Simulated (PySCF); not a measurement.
Several orderings of computed values.

Species are written as SMILES; each is one conformer at its optimised geometry, gas phase, non-relativistic unless stated; the electronic structure was computed with PySCF and density fitting.

The conformers computed, where there is a choice (atom-mapped SMILES and torsion angles):
- `[CH3:1][C:2]([CH3:3])[O:4][CH:5]=[O:6]`: C1–C2–O4–C5 180°, C2–O4–C5–O6 0°
- `[CH3:1][CH:2][CH:3]([F:4])[F:5]`: C1–C2–C3–F4 -99°
- `[CH3:1][O:2][CH:3][CH2:4][CH:5]=[O:6]`: C1–O2–C3–C4 -149°, O2–C3–C4–C5 96°, C3–C4–C5–O6 -93°
- `[CH3:1][CH:2][O:3][C:4]([CH3:5])=[O:6]`: C1–C2–O3–C4 180°, C2–O3–C4–C5 180°
- `[CH2:1]=[CH:2][CH2:3]/[CH:4]=[C:5]\[O-:6]`: C1–C2–C3–C4 92°, C2–C3–C4–C5 127°
- `[CH3:1][C:2]([NH2:3])[C:4]([F:5])([F:6])[F:7]`: C1–C2–C4–F5 164°, H–N3–C2–C1 -38°, H–N3–C2–C1 -174°

(1) Rank by isotropic g value, highest first (unrestricted B3LYP/pcH-1, mean-field spin–orbit at GFN2-xTB geometries).
A. `C[CH]OC(C)=O` [radical]
B. `C[CH]C(F)F` [radical]
C. `CO[CH]CC=O` [radical]
D. `C=CC/C=[C]\[O-]` [radical]
E. `C[C+]=[C]C1=NOC(F)=N1` [radical]
F. `C[C](C)OC=O` [radical]

(2) By how much do the two ends of that ranking differ?

(3) Rank by smallest rotational constant, lowest first (GFN2-xTB).
A. `[C](=[C+]C)c1nc(on1)F` [radical]
B. `FC(F)([C](N)C)F` [radical]
C. `C=CC/C=[C]\[O-]` [radical]
D. `[C](C)(OC=O)C` [radical]

(4) By how much do the two ends of that ranking differ?

## Answers

(1) C (2.00485), E (2.00459), F (2.00291), A (2.00281), B (2.00234), D (2.00220).

(2) By 0.00265, between `CO[CH]CC=O` [doublet state] and `C=CC/C=[C]\[O-]` [charge -1 and doublet state].

(3) A (0.685 GHz), C (1.463 GHz), B (1.909 GHz), D (1.981 GHz).

(4) By 1.296 GHz, between `C[C](C)OC=O` [doublet state] and `C[C+]=[C]c1noc(F)n1` [charge +1 and doublet state].
